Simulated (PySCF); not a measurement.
Stepwise substitution at one centre (Sn F-H). Isolated molecules, 0 K electronic values unless said otherwise. Strings in code marks are SMILES.

The dipole moment from two functionals at the same geometries (PBE0-D3(BJ)/def2-TZVP), both in PySCF: PBE-D3(BJ)/def2-TZVP and M06-2X/def2-TZVP. 

| species | PBE-D3(BJ)/def2-TZVP (D) |
|---|---|
| 0 of 4 F replaced by H (`[F][Sn]([F])([F])[F]`) | 0.00 |
| 1 of 4 F replaced by H (`[F][SnH]([F])[F]`) | 3.12 |
| 2 of 4 F replaced by H (`[SnH2]([F])[F]`) | 3.21 |
| 3 of 4 F replaced by H (`[SnH3][F]`) | 2.56 |
| 4 of 4 F replaced by H | 0.00 |

Task: What does M06-2X/def2-TZVP give for each?

Result: 
- 0 of 4 F replaced by H (`[F][Sn]([F])([F])[F]`): 0.00
- 1 of 4 F replaced by H (`[F][SnH]([F])[F]`): 3.47
- 2 of 4 F replaced by H (`[SnH2]([F])[F]`): 3.61
- 3 of 4 F replaced by H (`[SnH3][F]`): 2.88
- 4 of 4 F replaced by H: 0.00
Over these rows, drawn at random from the members with no instability flagged (it was tested for open shells, ions and some series alone), PBE minus M06-2X: mean -0.21 D, from -0.39 D to 0.00 D.
